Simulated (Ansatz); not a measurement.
Mulliken charges of BF5Si, SMILES `FB(F)[Si](F)(F)F` from r2SCAN/def2-TZVPP in Ansatz (PBE0-D4/def2-TZVP geometry).

| atom | x (Å) | y (Å) | z (Å) | charge (e) |
| --- | --- | --- | --- | --- |
| F1 | 1.469 | -1.461 | 0.776 | -0.216 |
| B2 | 0.242 | -1.068 | 0.528 | 0.419 |
| F3 | -0.742 | -1.862 | 0.880 | -0.223 |
| Si4 | -0.142 | 0.709 | -0.370 | 0.876 |
| F5 | -0.924 | 0.495 | -1.722 | -0.284 |
| F6 | -1.027 | 1.626 | 0.560 | -0.284 |
| F7 | 1.184 | 1.493 | -0.698 | -0.287 |

Problem. By hand: the dipole of these point charges (1 e Å = 4.8032 D).

Solution. Σ q r = (0.039, -0.126, 0.064) e Å, of length 0.147 e Å = 0.71 D.

Problem. How does the dipole of the full density compare? (An estimate is asked.)

Solution. The calculation gave: (0.035, -0.135, 0.069) e Å, 0.75 D; the point charges give 0.95 times that, at 2° from its direction.

Point charges leave out the atoms' own dipoles, such as those of lone pairs, and Mulliken's split depends on the basis, so the close match here is no proof of good charges.
